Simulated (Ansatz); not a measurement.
CH8GeOSi, SMILES `C[SiH2][O][GeH3]`, relaxed with RKS PBE-D4/def2-SVP in the Gaussian-basis code of Ansatz from a rough embedded geometry. The force threshold is 0.03 eV/Å; the program also tests the step.

The species carries charge 0 and has multiplicity 1.

Start:

```xyz
12

C     0.978    0.697   -1.869
Si    0.420    0.389   -0.155
O    -0.818   -0.842   -0.135
Ge   -1.163   -0.966    1.617
H     1.352   -0.274   -2.354
H     1.732    1.470   -1.967
H     0.087    1.040   -2.511
H    -0.063    1.680    0.390
H     1.569   -0.011    0.621
H    -2.340   -2.073    1.754
H    -1.780    0.334    2.190
H     0.026   -1.444    2.419
```

```tsv
step	energy (eV)	largest force (eV/Å)	largest move (Å)
1	-67582.6324	2.571	0.000
2	-67583.0745	1.095	0.158
3	-67583.1500	0.501	0.105
4	-67583.2020	0.186	0.163
5	-67583.2089	0.298	0.102
6	-67583.2136	0.025	0.037
```

End:

```xyz
12

C     0.909    0.632   -1.992
Si    0.607    0.586   -0.142
O    -0.586   -0.552    0.185
Ge   -1.328   -1.084    1.737
H     1.250   -0.353   -2.369
H     1.694    1.381   -2.221
H    -0.010    0.916   -2.543
H     0.173    1.949    0.347
H     1.883    0.224    0.584
H    -2.360   -2.169    1.347
H    -2.015    0.135    2.413
H    -0.217   -1.665    2.655
```

It took 3.5 s on 4 threads of a server CPU on a shared host, with 0.18 GiB of host memory at the peak.
